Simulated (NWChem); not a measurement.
Species: CH5BOS; SMILES COBS

```xyz
9

B     -0.9624    -0.0476     0.0000
H     -2.1443    -0.2886     0.0000
O     -0.5799     1.2417     0.0000
C      0.7660     1.6491     0.0000
H      0.7949     2.7473     0.0000
H      1.2957     1.2803     0.8946
H      1.2957     1.2803    -0.8946
S      0.2656    -1.3887     0.0000
H     -0.6366    -2.3901     0.0000
```
Atoms are numbered in this order, from 1.

Results from NWChem. Coordinates come from a PBE0/def2-SVP optimisation. B3LYP is NWChem's, with the RPA form of VWN correlation. Total energies of different functionals are on different scales.

```tsv
level	energy (Ha)	highest occupied level (eV)	orbital gap (eV)	dipole (D)
B3LYP/def2-SVP	-539.2351	(withheld)	(withheld)	0.81
PBE/def2-SVP	-538.8566	-6.39	5.67	0.83
MPW1K/def2-SVP	-539.1923	-8.62	9.51	0.68
RPBE/def2-SVP	-539.1742	-6.36	5.70	0.81
OLYP/def2-SVP	-539.1677	-6.25	5.72	0.80
CAM-B3LYP/def2-SVP	-539.1533	-8.92	10.34	0.78
B97-D/def2-SVP	-539.1401	-6.36	5.82	0.80
BHandHLYP/def2-SVP	-539.1333	-8.73	10.05	0.74
TPSSh/def2-SVP	-539.2442	-7.01	6.82	0.75
Hartree-Fock/def2-SVP	-537.6920	-10.53	14.41	0.62
```

Question: Fill in the missing entries.

Answer: 
- B3LYP/def2-SVP, highest occupied level (eV): -7.35
- B3LYP/def2-SVP, orbital gap (eV): 7.41
